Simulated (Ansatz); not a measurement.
Correlation energies of `C[NH][SnH]([Cl])[Cl]` by basis set

```xyz
10

C    -0.4626   -0.7907    1.1724
N     0.6390   -0.0096    0.6274
Sn    0.5032    0.7050   -1.2315
Cl    0.0652   -1.1396   -2.5547
Cl   -1.3562    2.0873   -1.4921
H    -0.7477   -1.5660    0.4582
H    -1.3582   -0.2038    1.4091
H    -0.1345   -1.2979    2.0840
H     0.9656    0.6864    1.2851
H     1.8862    1.5290   -1.7580
```

The species carries charge 0 and has multiplicity 1. Correlated methods include outer-core shells of Sn, which these sets cover unevenly. Sn: def2 effective core potential. The structure was optimised at the PBE0-D4/def2-TZVP level. It is one conformer, not always the lowest. Frozen core, restricted reference, Ansatz.

```json
{"basis": "def2-SVP", "HF (Eh)": "-1227.29468", "MP2 corr.": "?", "CCSD corr.": "?", "(T)": "?", "CCSD(T) total": "?"}
{"basis": "def2-TZVPP", "HF (Eh)": "?", "MP2 corr.": "-1.08729", "CCSD corr.": "-1.13147", "(T)": "-0.04382", "CCSD(T) total": "?"}
{"basis": "def2-QZVPP", "HF (Eh)": "-1227.76766", "MP2 corr.": "-1.36726", "CCSD corr.": "–", "(T)": "–", "CCSD(T) total": "–"}
```

**Question.** Fill in the withheld values. (Best estimate.)

**Answer.** Ansatz gave: def2-SVP MP2 corr.: -0.68588; def2-SVP CCSD corr.: -0.74147; def2-SVP (T): -0.01913; def2-SVP CCSD(T) total: -1228.05528; def2-TZVPP HF (Eh): -1227.73457; def2-TZVPP CCSD(T) total: -1228.90986.
